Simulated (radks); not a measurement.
Results of a calculation; reference values are marked as such.
The neon ion Ne+, configuration [He] 2s2 2p5.

Level of theory: non-relativistic Kohn-Sham, PBEsol, spin-polarised, spherical densities, point nucleus; open shells are filled with parallel spins first (a radial shooting solver on a logarithmic mesh with Libxc functionals).

Energy parts (hartree):
| part | energy |
|---|---|
| total | -127.72073 |
| kinetic | 127.40997 |
| electron-nucleus | -302.39071 |
| Hartree | 58.73371 |
| exchange-correlation | -11.47369 |

Orbitals (lengths in bohr, moments of r in powers of bohr):
| orbital | occ. | eigenvalue (hartree) | <r^2> | <1/r> |
|---|---|---|---|---|
| 1s up | 1 | -31.24068 | 0.03390 | 9.584 |
| 1s down | 1 | -31.20660 | 0.03382 | 9.591 |
| 2s up | 1 | -2.06493 | 0.9002 | 1.692 |
| 2s down | 1 | -1.99207 | 0.9177 | 1.676 |
| 2p up | 3 | -1.21760 | 0.9908 | 1.548 |
| 2p down | 2 | -1.14268 | 1.035 | 1.526 |

The highest occupied level is 2p down at -31.094 eV. The spin density at the nucleus is -0.0524 e/bohr^3 (1s -0.4207, 2s 0.3683), a Fermi contact field of -2.75 T. Spin moment in Bohr magnetons: 1. The electron density at the nucleus is 621.1 e/bohr^3.
